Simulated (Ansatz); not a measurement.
A calculation with Ansatz (development build ahead of 0.2.0).

```yaml
crystal:
  periodic: [false, false, false]
  atoms:
    - { symbol: Ni, position_ang: [0.0, 0.0, 0.0] }
    - { symbol: C, position_ang: [0.0, 0.0, 1.631] }
basis:
  gaussian: { orbitals: pcseg-2 }
magnetization:
  initial_magnetization: 2
hamiltonian:
  xc: hf
```

The input is written out in the form of the current development build from the run's settings.

The run gave:

```json
{"Converged": "yes", "Total energy": "-1544.44277 hartree", "Spin squared of the determinant": "2.000", "Stability test": "minimum among restricted orbitals"}
```

Caution: no unrestricted run beside it, a lower state can exist.
